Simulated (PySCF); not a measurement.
**Field gradients at the hydrogen positions**

Compound: C5H6F2OSi.
Cartesian coordinates in Å at the GFN2-xTB level; atoms count from 1:
```xyz
15
C5H6F2OSi angstrom
C      3.4673   -0.9066   -0.2063
C      2.2756   -1.0441   -0.2798
C      0.8890   -1.2484   -0.3799
C     -0.0343   -0.3199   -0.0849
O     -1.3352   -0.5774   -0.2011
Si    -2.7210    0.2676    0.0570
C      0.3797    1.0511    0.3901
F     -0.0960    2.0205   -0.4340
F     -0.1402    1.3236    1.6151
H      4.5069   -0.7841   -0.1414
H      0.5656   -2.2229   -0.7182
H     -2.7726    1.4332   -0.8205
H     -2.8214    0.6564    1.4605
H     -3.6399   -0.7941   -0.3241
H      1.4720    1.1530    0.4484
```

Level: PBE0/pcSseg-1 (PySCF, non-relativistic); Q(2H) = 0.00286 b; rigid geometry, the same for H and D, with no vibrational averaging.

**Question.** Rank these positions by the coupling χzz of a deuteron there, largest first.
A. H10 (alkyne hydrogen)
B. H11 (vinylic hydrogen)
C. H15 (methine hydrogen)
D. H14 (Si–H hydrogen)

**Answer.** A (267 kHz), B (218 kHz), C (177 kHz), D (111 kHz).

**Question.** Give the electric field gradient Vzz (the principal value of largest size), its asymmetry and the 2H coupling at each hydrogen.

**Answer.** 
```json
{"atom": "H10", "bonded to": "C1", "bond length (Å)": "1.049", "Vzz (au)": "0.3971", "η": "0.01", "χzz (kHz)": "267"}
{"atom": "H11", "bonded to": "C3", "bond length (Å)": "1.081", "Vzz (au)": "0.3246", "η": "0.08", "χzz (kHz)": "218"}
{"atom": "H12", "bonded to": "Si6", "bond length (Å)": "1.460", "Vzz (au)": "0.1599", "η": "0.04", "χzz (kHz)": "107"}
{"atom": "H13", "bonded to": "Si6", "bond length (Å)": "1.460", "Vzz (au)": "0.1599", "η": "0.04", "χzz (kHz)": "107"}
{"atom": "H14", "bonded to": "Si6", "bond length (Å)": "1.455", "Vzz (au)": "0.1655", "η": "0.03", "χzz (kHz)": "111"}
{"atom": "H15", "bonded to": "C7", "bond length (Å)": "1.099", "Vzz (au)": "0.2627", "η": "0.01", "χzz (kHz)": "177"}
```

**Question.** Average by the element that carries the hydrogen.

**Answer.** on C: 221 kHz over 3 positions, mean bond length 1.076 Å; on Si: 109 kHz over 3 positions, mean bond length 1.458 Å.

**Question.** A static deuteron (I = 1) shows a doublet split by (3/2)χ, (3/4)χ(1 + η) and (3/4)χ(1 − η) with the field along z, y and x of the gradient. What are these for H12?

**Answer.** With |χ| = 107.5 kHz and η = 0.042: 161, 84 and 77 kHz, to first order and without motion.

Geometry: GFN2-xTB, one conformer, isolated molecule. GFN2-xTB frequencies show an imaginary mode (41i cm⁻¹), so this geometry is no minimum at that level. GFN2-xTB bond lengths can be off by several hundredths of an ångström, more for odd bonds, and the gradients follow them. The small basis limits the accuracy of the gradients.

The run behind these numbers computed NMR shieldings as well. Hardware: one thread, Arm Neoverse V1 (aarch64), no GPU (shared host). Cost: 31 s, 0.90 GiB resident at most.
